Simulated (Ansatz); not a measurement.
Ansatz (a first-principles code) input (MP2/6-31G*):

Ansatz 0.2 input:
```yaml
crystal:
  periodic: [false, false, false]
  atoms:
    - {symbol: B, position_ang: [-0.00000000, -0.00000000, -0.78099300]}
    - {symbol: F, position_ang: [0.00000000, 0.00000000, 0.43388500]}
basis:
  gaussian:
    orbitals: 6-31G*
total_charge: 1
magnetization: {spin_polarized: true, initial_magnetization: 1}
correlation: {method: mp2, electrons: outside_noble_gas}
relax: {f_tol: 0.003, max_steps: 120}
```

Output:

```
Functional definition: HF
these checks for a lower state are left out or cut short: cluster_reference
integrals: 0.00 GiB planned
294 factors; integrals over basis functions are off by at most 1.6e-4 eV
mean field: 0.05 GiB planned
mean field evaluation 1: about -3360.0828 eV, gradient 4.5e1 eV
mean field evaluation 2: about -3360.0838 eV, gradient 4.5e1 eV
mean field evaluation 4: about -3367.2745 eV, gradient 2.7e0 eV
mean field evaluation 8: about -3367.3691 eV, gradient 1.4e-1 eV
mean field -3367.36939379 eV, -123.7485427368 hartree, gradient 2.8e-6 eV, S^2 0.753586; 0 other end points of the search recorded, 0 dependent functions left out
2 core orbitals not correlated
reference -3367.36939379 eV, -123.7485427368 hartree; 5, 4 occupied and 23, 24 virtual orbitals, 294 factors
densities: 0.04 GiB planned
second order -5.62092705 eV of doubles, -0.00000000 eV of singles
the calculation of the forces begins
relax step   1: F+E_penalty+E_count = -3372.99032084 eV  Δ(F+E_penalty+E_count) = +0.000e0 eV  max|allowed force component| = 1.018e0 eV/Å  Δτ_max = 0.0000 Å  (33 SCF iters, accepted)
these checks for a lower state are left out or cut short: starts, cluster_reference, orbital_swaps, neighbouring_geometries, increment
integrals: 0.00 GiB planned
294 factors; integrals over basis functions are off by at most 1.7e-4 eV
mean field: 0.05 GiB planned
mean field evaluation 16: about -3367.3549 eV, gradient 6.2e-1 eV
mean field -3367.35869049 eV, -123.7481493976 hartree, gradient 2.0e-6 eV, S^2 0.753559; 0 other end points of the search recorded, 0 dependent functions left out
2 core orbitals not correlated
reference -3367.35869049 eV, -123.7481493976 hartree; 5, 4 occupied and 23, 24 virtual orbitals, 294 factors
densities: 0.04 GiB planned
second order -5.63793393 eV of doubles, -0.00000000 eV of singles
the calculation of the forces begins
relax step   2: F+E_penalty+E_count = -3372.99662441 eV  Δ(F+E_penalty+E_count) = -6.304e-3 eV  max|allowed force component| = 2.340e-1 eV/Å  Δτ_max = 0.0051 Å  (30 SCF iters, accepted)
these checks for a lower state are left out or cut short: starts, cluster_reference, orbital_swaps, neighbouring_geometries, increment
integrals: 0.00 GiB planned
294 factors; integrals over basis functions are off by at most 1.7e-4 eV
mean field: 0.05 GiB planned
mean field evaluation 32: about -3367.3540 eV, gradient 2.0e-6 eV
mean field -3367.35397496 eV, -123.7479761052 hartree, gradient 2.0e-6 eV, S^2 0.753551; 0 other end points of the search recorded, 0 dependent functions left out
2 core orbitals not correlated
reference -3367.35397496 eV, -123.7479761052 hartree; 5, 4 occupied and 23, 24 virtual orbitals, 294 factors
densities: 0.04 GiB planned
second order -5.64301743 eV of doubles, -0.00000000 eV of singles
the calculation of the forces begins
relax step   3: F+E_penalty+E_count = -3372.99699238 eV  Δ(F+E_penalty+E_count) = -3.680e-4 eV  max|allowed force component| = 6.930e-3 eV/Å  Δτ_max = 0.0015 Å  (31 SCF iters, accepted)
these checks for a lower state are left out or cut short: starts, cluster_reference, orbital_swaps, neighbouring_geometries, increment
integrals: 0.00 GiB planned
294 factors; integrals over basis functions are off by at most 1.7e-4 eV
mean field: 0.05 GiB planned
mean field -3367.35381993 eV, -123.7479704079 hartree, gradient 2.5e-6 eV, S^2 0.753551; 0 other end points of the search recorded, 0 dependent functions left out
2 core orbitals not correlated
reference -3367.35381993 eV, -123.7479704079 hartree; 5, 4 occupied and 23, 24 virtual orbitals, 294 factors
densities: 0.04 GiB planned
second order -5.64317287 eV of doubles, -0.00000000 eV of singles
the calculation of the forces begins
relax step   4: F+E_penalty+E_count = -3372.99699280 eV  Δ(F+E_penalty+E_count) = -4.156e-7 eV  max|allowed force component| = 4.376e-5 eV/Å  Δτ_max = 0.0000 Å  (19 SCF iters, accepted)
these checks for a lower state are left out or cut short: cluster_reference
integrals: 0.00 GiB planned
294 factors; integrals over basis functions are off by at most 1.7e-4 eV
mean field: 0.05 GiB planned
mean field evaluation 64: about -3359.9219 eV, gradient 4.3e-3 eV
mean field -3367.35381993 eV, -123.7479704079 hartree, gradient 2.5e-6 eV, S^2 0.753551; 3 other end points of the search recorded, 0 dependent functions left out
2 core orbitals not correlated
reference -3367.35381993 eV, -123.7479704079 hartree; 5, 4 occupied and 23, 24 virtual orbitals, 294 factors
densities: 0.04 GiB planned
second order -5.64317287 eV of doubles, -0.00000000 eV of singles
the calculation of the forces begins
Total energy: -3372.99699280 eV, -123.9553531859 hartree
Atom 0 at    -0.000000    -0.000000    -0.787642 Å, force    -0.000000     0.000000    -0.000044 eV/Å
Atom 1 at     0.000000     0.000000     0.440534 Å, force     0.000000    -0.000000     0.000044 eV/Å
Dipole moment:     0.000000    -0.000000    -0.714914 e Å
Checks for a lower state left out: cluster_reference
```

The dipole moment of an ion depends on the origin.

The geometry given is a B3LYP-D3(BJ)/def2-TZVP minimum.
